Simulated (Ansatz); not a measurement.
Program: Ansatz 0.2.0.

C$_{2}$H$_{5}$IOSi (`OC1(I)C[SiH2]1`) at its PBE0-D4/def2-TZVP geometry, where that method's forces vanish. The species carries charge 0 and has multiplicity 1. I takes the def2 core potential.

```tsv
atom	x (Å)	y (Å)	z (Å)
O1	0.873	0.987	1.255
C2	0.420	-0.076	0.524
I3	0.880	-2.009	1.410
C4	-1.002	-0.014	-0.042
Si5	0.352	-0.032	-1.328
H6	0.319	1.083	2.041
H7	-1.490	0.944	0.128
H8	-1.654	-0.866	0.109
H9	0.656	1.243	-2.009
H10	0.645	-1.260	-2.088
```

For each bond, give half the difference of the two atoms' forces along it (eV/Å; positive pushes the atoms apart) under PBE-D4, r2SCAN-D4, B3LYP-D4, ωB97M-V in def2-TZVPP. (Best estimate.)

The calculation gave: 
```
   bond  length (Å)  PBE-D4  r2SCAN-D4  B3LYP-D4  ωB97M-V
  O1–C2       1.368    0.23       0.17      0.25     0.40
  O1–H6       0.966    0.43       0.04     -0.05    -0.15
  C2–I3       2.175    0.22       0.24      0.23    -0.21
  C2–C4       1.532    0.00       0.01      0.07     0.10
 C2–Si5       1.853    0.11      -0.04     -0.02    -0.05
 C4–Si5       1.866    0.21       0.14      0.22     0.08
  C4–H7       1.088    0.08      -0.05     -0.12    -0.08
  C4–H8       1.084    0.06      -0.06     -0.11    -0.09
 Si5–H9       1.477    0.01      -0.05     -0.13    -0.13
Si5–H10       1.474    0.00      -0.05     -0.11    -0.11
```

B3LYP here is the variant with VWN-RPA as its local correlation; programs differ in this.
